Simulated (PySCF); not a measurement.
**Interval between two levels of Pb by level of theory**

Pb [Xe] 4f14 5d10 6s2 6p2 [3P2, M_J = 2] → Pb [Xe] 4f14 5d10 6s1 6p3 [5S2, M_J = 2], as a difference of total energies. Computed with PySCF 2.14 in x2c-TZVPall-2c, with the two-component X2C-1e Hamiltonian. Correlated levels: [Kr] 4d10 4f14 frozen; the 26 highest virtual spinors dropped. "Screened" scales the spin-orbit matrix elements by Boettger's factors to mimic the two-electron term; Breit and QED terms are absent.

| method | interval between two levels (cm⁻¹) |
| --- | --- |
| GHF (screened spin-orbit) | 35692 |
| GMP2 (screened spin-orbit) | 49165 |

The labels give the starting determinants; with spin-orbit coupling the two ends relaxed to ⟨J²⟩ = 6.01, ⟨L²⟩ = 3.66, ⟨S²⟩ = 1.51 and ⟨J²⟩ = 6.01, ⟨L²⟩ = 0.32, ⟨S²⟩ = 5.97.
